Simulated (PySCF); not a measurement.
H4PbSSi, SMILES [SiH3][Pb][SH] (connectivity only; charge and spin as stated), neutral, multiplicity 1. Atoms are numbered in the order given.

```xyz
7

Pb     0.2640     0.0911     0.4899
S     -0.1905     1.5465    -1.5671
H      0.4349     2.6514    -1.0923
Si    -1.0743    -1.9764    -0.7829
H     -0.1574    -3.1457    -0.9853
H     -1.6227    -1.5860    -2.1180
H     -2.2145    -2.4674     0.0585
```

The structure is a stationary point at B3LYP-D3(BJ)/def2-SVP. The def2 effective core potentials stand for the cores of Pb; spin–orbit coupling is left out. The values are those of a single conformer.

Level of theory: r2SCAN/def2-TZVPD in PySCF.

Mulliken values depend strongly on the basis, most of all with diffuse functions as here. ESP charges are fitted to the potential on shells at 1.4 to 2.0 van der Waals radii. Atomic charges (e):

```tsv
atom	Mulliken	ESP fit
Pb1	0.53	[?]
S2	-0.57	[?]
H3	0.22	[?]
Si4	-0.10	0.34
H5	-0.03	-0.13
H6	-0.02	-0.09
H7	-0.03	-0.13
```

Task: Complete the blanks. (The exact figures need the calculation; the answer reports its results.)

Result: 
- Pb1, ESP fit: 0.22
- S2, ESP fit: -0.37
- H3, ESP fit: 0.16
